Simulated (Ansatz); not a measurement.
Consider the redistribution: `CC[SiH2]SC` + `S[CH2][ZnH]` → `CC[SiH2]CS` + `C[S][ZnH]`.

Calculated with Ansatz (gas phase, PBE0-D4/def2-TZVP geometries, no zero-point term in ΔE). CBS: MP2 limit from def2 TZ/QZ plus the TZ coupled-cluster correction, frozen cores. Functionals use def2-TZVPP. B3LYP here is the variant with VWN-RPA as its local correlation; programs differ in this. For Zn outer-core shells are correlated without core-valence functions, which leaves a few kJ/mol of doubt a bond. Scalar relativity is left out up to krypton. One conformer a species, not always the lowest.

`CC[SiH2]SC`:

Cartesian coordinates in Å:
```
C 0.610 1.917 -0.452
C 0.671 0.506 -1.026
Si 1.049 -0.817 0.247
S -0.365 -0.862 1.840
C -1.854 -1.322 0.908
H 0.376 2.655 -1.223
H 1.563 2.203 0.000
H -0.152 1.993 0.328
H 1.442 0.434 -1.803
H -0.272 0.248 -1.521
H 2.353 -0.554 0.913
H 1.086 -2.148 -0.424
H -1.701 -2.250 0.357
H -2.650 -1.474 1.636
H -2.155 -0.530 0.222
```

`S[CH2][ZnH]`:

```xyz
7

S    -0.700   -1.049    1.207
C     0.115    0.455    0.581
Zn    0.057    0.411   -1.367
H    -0.022   -1.965    0.497
H     1.097    0.577    1.040
H    -0.514    1.274    0.941
H    -0.034    0.296   -2.898
```

`CC[SiH2]CS`:

Cartesian coordinates in Å:
```
C 1.042 -0.529 -1.415
C 0.178 0.685 -1.081
Si 0.029 1.020 0.759
C -0.594 -0.496 1.686
S -2.200 -1.082 1.080
H 0.625 -1.449 -0.996
H 2.053 -0.422 -1.014
H 1.131 -0.676 -2.494
H -0.826 0.573 -1.502
H 0.593 1.586 -1.545
H 1.374 1.374 1.301
H -0.902 2.151 1.013
H 0.134 -1.311 1.690
H -0.769 -0.222 2.730
H -1.868 -1.203 -0.215
```

`C[S][ZnH]`:

Cartesian coordinates in Å:
```
C 0.534 0.992 -0.173
S 0.631 -0.673 -0.914
Zn -0.862 -1.772 0.213
H 0.811 0.982 0.881
H -0.455 1.432 -0.291
H 1.251 1.612 -0.711
H -1.911 -2.572 0.994
```

```csv
level,ΔE (kJ/mol),difference from CCSD(T)/CBS
PBE-D4,-35.2,6.3
r2SCAN-D4,-39.1,2.4
PBE0-D4,-39.3,2.2
B3LYP-D4,-40.6,0.9
ωB97X-V,-41.2,0.3
ωB97M-V,-40.7,0.8
B2PLYP,-39.7,1.8
PBE,-35.0,6.5
r2SCAN,-38.9,2.6
PBE0,-39.1,2.4
B3LYP,-40.2,1.3
HF/def2-TZVPP,-53.1,-11.6
MP2/def2-TZVPP,-36.5,5.0
SCS-MP2/def2-TZVPP,-38.5,3.0
CCSD/def2-TZVPP,-41.4,0.1
CCSD(T)/def2-TZVPP,-39.4,2.1
HF/def2-QZVPP,-53.9,-12.4
MP2/def2-QZVPP,-37.9,3.6
SCS-MP2/def2-QZVPP,-39.9,1.6
HF/CBS(def2),-54.0,-12.5
MP2/CBS(def2),-38.5,3.0
CCSD/CBS(def2),-43.4,-1.9
CCSD(T)/CBS,-41.5,0
```

Largest T1 diagnostic among the species: 0.014.

In def2-TZVPP, CCSD(T) changes the Hartree–Fock value by +13.6 kJ/mol (the triples alone add +2.0 kJ/mol) and MP2 by +16.6 kJ/mol. From PBE to PBE0 (25 % exact exchange), in def2-TZVPP and without D4, ΔE moves by −4.1 kJ/mol.
